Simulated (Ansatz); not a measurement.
`[OH][Y]([OH])[OH]` and `C[O][Y]([OH])[OH]` differ in one atom or group.

Ansatz, PBE0-D4/def2-TZVP geometries, multiplicity 1. Each molecule was computed in one conformer, which needn't be the lowest.

Elements past krypton have def2 core potentials.

```json
{"property": "HOMO–LUMO gap (B3LYP/def2-TZVPP) / eV", "`[OH][Y]([OH])[OH]`": "5.98"}
{"property": "size of the dipole moment (ωB97M-V/def2-TZVPP) / D", "`[OH][Y]([OH])[OH]`": "0.00"}
{"property": "HOMO–LUMO gap (PBE/def2-TZVPP) / eV", "`[OH][Y]([OH])[OH]`": "4.18"}
{"property": "size of the dipole moment (PBE/def2-TZVPP) / D", "`[OH][Y]([OH])[OH]`": "0.00"}
{"property": "LUMO energy (ωB97M-V/def2-TZVPP) / eV", "`[OH][Y]([OH])[OH]`": "-0.13"}
{"property": "size of the dipole moment (B3LYP/def2-TZVPP) / D", "`[OH][Y]([OH])[OH]`": "0.00"}
```

Task: What does the change do to each property? (Estimate.)

Result: Ansatz gave: 
| property | `C[O][Y]([OH])[OH]` | shift |
| --- | --- | --- |
| HOMO–LUMO gap (B3LYP/def2-TZVPP) / eV | 5.35 | -0.63 |
| size of the dipole moment (ωB97M-V/def2-TZVPP) / D | 0.36 | 0.36 |
| HOMO–LUMO gap (PBE/def2-TZVPP) / eV | 3.65 | -0.53 |
| size of the dipole moment (PBE/def2-TZVPP) / D | 0.32 | 0.32 |
| LUMO energy (ωB97M-V/def2-TZVPP) / eV | -0.16 | -0.03 |
| size of the dipole moment (B3LYP/def2-TZVPP) / D | 0.32 | 0.32 |

B3LYP here is the variant with VWN-RPA as its local correlation; programs differ in this.
